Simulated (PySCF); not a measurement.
**Ce⁴⁸⁺: ionisation energy**

Ce⁴⁸⁺ [Ne] (1S) → Ce⁴⁹⁺ [He] 2s2 2p5 (2P), as a difference of total energies. Calculation: PySCF 2.14, in an uncontracted even-tempered set (17 s from 25 bohr⁻², ratio 2.2; 10 p from 32 bohr⁻², ratio 2.2; 6 d from 130 bohr⁻², ratio 2.4; 5 f from 200 bohr⁻², ratio 2.4; 4 g from 290 bohr⁻², ratio 2.4); the non-relativistic Hamiltonian (point nucleus). Correlated levels: nothing frozen; virtual orbitals above 40 to 60 times the deepest correlated orbital energy dropped. The calculations carry no spin-orbit coupling.

```csv
method,ionisation energy (eV)
UHF,8978.0
LDA,8973.9
PBE,8974.5
PBE0,8975.9
r2SCAN,8979.0
BP86,8976.1
BLYP,8975.4
MP2 (all electrons),8979.7
SCS-MP2 (all electrons),8979.5
```

A first-order spin-orbit estimate (lowest level to lowest level, LS coupling) adds -120.5 eV.

The gap to the reference is mostly relativistic.

For comparison: 9020 ± 4 eV (theoretical estimate listed by NIST; NIST Atomic Spectra Database, ionization energies).
